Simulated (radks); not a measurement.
Results of a calculation; reference values are marked as such.
Species: K17+. Configuration: [He]. Code: a radial shooting solver on a logarithmic mesh with Libxc functionals. Model: Dirac Kohn-Sham, LDA (Slater exchange, Perdew-Zunger correlation), spin-unpolarised, spherical densities, point nucleus.

Normalised radial functions P(r) = r R(r) (large component), r in bohr:

| r | 1s1/2 |
|---|---|
| 0.005221 | 0.7850 |
| 0.006078 | 0.8978 |
| 0.007075 | 1.0240 |
| 0.008237 | 1.1645 |
| 0.009589 | 1.3194 |
| 0.01116 | 1.4886 |
| 0.013 | 1.6714 |
| 0.01513 | 1.8660 |
| 0.01761 | 2.0696 |
| 0.0205 | 2.2779 |
| 0.02387 | 2.4848 |
| 0.02779 | 2.6827 |
| 0.03235 | 2.8617 |
| 0.03766 | 3.0104 |
| 0.04384 | 3.1158 |
| 0.05104 | 3.1649 |
| 0.05942 | 3.1454 |
| 0.06917 | 3.0478 |
| 0.08053 | 2.8677 |
| 0.09375 | 2.6077 |
| 0.1091 | 2.2790 |
| 0.1271 | 1.9019 |
| 0.1479 | 1.5044 |
| 0.1722 | 1.1180 |
| 0.2005 | 0.7728 |
| 0.2334 | 0.4909 |
| 0.2717 | 0.2827 |
| 0.3163 | 0.1452 |

1s1/2: eigenvalue -4482.4 eV, 0 radial nodes, <r> = 0.0803 bohr, 90 % of the charge inside 0.143 bohr.
